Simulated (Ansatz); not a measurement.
Reaction (redistribution): `[OH][GaH][GeH3]` + `CN([SiH2]O)[SiH](O)F` → `C[N]([GeH3])[SiH](O)F` + `O[SiH2][GaH][OH]`

Computed with Ansatz on PBE0-D4/def2-TZVP structures; ΔE is electronic, products minus reactants. CCSD(T)/CBS adds triple-zeta CCSD(T) − MP2 to the extrapolated MP2 energy (def2 sets, frozen cores). For Ga, Ge outer-core shells are correlated without core-valence functions, which leaves a few kJ/mol of doubt a bond. Scalar relativity is left out up to krypton. One conformer a species, not always the lowest.

```
             level  ΔE (eV)
SCS-MP2/def2-QZVPP     0.91
     MP2/CBS(def2)     0.93
```

Task: What does CCSD(T)/CBS give? (Estimate.)

Result: Ansatz gave: +0.92 eV. The listed levels differ from it by -0.01, 0.01 eV.

Largest T1 diagnostic among the species: 0.014.

In def2-TZVPP, CCSD(T) changes the Hartree–Fock value by −0.05 eV (the triples alone add −0.01 eV) and MP2 by −0.04 eV. From PBE to PBE0 (25 % exact exchange), in def2-TZVPP and without D4, ΔE moves by +0.05 eV.
